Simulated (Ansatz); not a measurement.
B(Me)2(PH2) (C2H8BP), SMILES CB(C)P.

The structure is a stationary point at B3LYP-D3(BJ)/def2-SVP. Other conformers were not sampled.

Two levels are set side by side: PBE/def2-SVPD (Ansatz, a first-principles code) and PBE0/def2-SVPD (Ansatz). Energy differences of separate SCF runs at the same geometry; the states with an electron removed or added have multiplicity 2 and 2. Differences are taken from unrounded values.

```
quantity                           PBE0
---------------------------------  ----
vertical ionisation energy (eV)    9.16
vertical singlet–triplet gap (eV)  4.06
```

Q: What does PBE give, and how far is it from PBE0? (An estimate is asked for; the answer gives what the named calculation found.)

A: 
```json
[
 {"quantity": "vertical ionisation energy (eV)", "PBE": "9.05", "PBE minus PBE0": "-0.11"},
 {"quantity": "vertical singlet–triplet gap (eV)", "PBE": "3.94", "PBE minus PBE0": "-0.12"}
]
```
